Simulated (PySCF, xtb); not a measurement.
Ta(NH)(OH)2(Me) (CH6NO2Ta), SMILES [Ta](=[NH])([OH])([CH3])[OH], multiplicity 1.

GFN2-xTB run with xtb at its own geometry gives an orbital gap of 2.98 eV and a dipole moment of 3.26 D.

Geometry optimised at B3LYP-D3(BJ)/def2-SVP. The multiplicity is an assumed one; other spin states were not compared. The def2 effective core potentials stand for the cores of Ta; spin–orbit coupling is left out. One conformer was computed; it need not be the lowest.

Question: What does PBE/def2-TZVP (PySCF) give? (An estimate is asked for; the answer gives what the named calculation found.)

Answer: gap 4.90 eV (levels -6.14 and -1.24 eV), dipole 1.37 D.
